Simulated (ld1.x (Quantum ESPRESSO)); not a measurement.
**What one change does to a pseudopotential (Cs, TM)**

ld1.x (Quantum ESPRESSO) 7.5 input, shortened:

```
&input
   title='Cs', zed=55., rel=2, dft='PBE', iswitch=3,
   config='[Xe] 5d1 6s0 6p0', rel_dist='average'
 /
 &inputp
   pseudotype=2, tm=.true., lloc=2,
   nlcc=.true., new_core_ps=.true., rcore=1.45
 /
3
5S  1  0   2.00   0.00  2.95  2.95  0.0
5P  2  1   6.00   0.00  3.15  3.15  0.0
5D  3  2   1.00   0.00  4.20  4.20  0.0
 &test
   configts(1)='5s2 5p6 5d1 6s0 6p0'
 /
```

Open shells are filled in proportion to 2j + 1 (rel_dist='average').

Change: wave 5d (bound): rc 4.20 bohr becomes 5d (bound): rc 6.14 bohr.

Cutoffs: the cutoffs (Ry, on a coarse ladder) from which the occupation-weighted sum of valence levels, in a spherical-Bessel basis at the reference potential, stays within 10 and 1 mRy of its value at 400 Ry; they do not see the model core or the augmentation charge, which bear on the density cutoff. Errors are all-electron minus pseudo energies relative to the spin-unpolarised reference configuration.

Question: Predict the effect on cutoff, ghosts and configuration errors.

Answer: The potential gets neither clearly harder nor softer (10 Ry and 18 Ry → 10 Ry and 18 Ry); the bound ghost in s disappears; the number of tests that count goes from 6 to 7; of the 6 tests that both files solve, the error grows in 2 and shrinks in 4 by more than 15 % and 0.3 meV (median size 777.6 → 370.1 meV).

| quantity | base | changed |
| --- | --- | --- |
| cutoff, loose | 10 Ry | 10 Ry |
| cutoff, tight | 18 Ry | 18 Ry |
| bound ghosts | s | none |
| tests counted (converged, no solver errors) | 6 of 7 | 7 of 7 |
| error for 5s2 5p6 5d0 6s1 6p0, meV [ΔE -1.67 eV] | +1251 | +612 |
| error for 5s2 5p6 5d0 6s0 6p0, meV [ΔE 2.19 eV] | +13 | +31 |
| error for 5s2 5p6 5d0 6s0.5 6p0, meV [ΔE -0.20 eV] | +856 | +419 |
| error for 5s2 5p6 5d0 6s0 6p1, meV [ΔE -0.30 eV] | +12 | +76 |
| error for 5s2 5p5 5d0 6s1 6p0, meV [ΔE 16.24 eV] | +3004 | +1504 |
| error for 5s2 5p6 5d0.5 6s0.5 6p0, meV [ΔE -0.83 eV] | +699 | +322 |

Base: Tests not counted: 5s1 5p6 5d0 6s1 6p0 (solver errors, printed error -2.3 eV). These tests converged, but a pseudo level misses the all-electron one widely, so the file describes the atom poorly there or has found another state: 5s2 5p6 5d0 6s0.5 6p0: 6s by 1.2 eV; 5s2 5p5 5d0 6s1 6p0: 5p by 2.0 eV (a node warning on the way); 5s2 5p6 5d0.5 6s0.5 6p0: 6s by 1.2 eV. A true bound ghost makes a file unfit for plane-wave use even where its test errors are small: the radial tests pick states by their node count and pass the ghost by. Where a test does run into it, the solver fails or the error is huge.
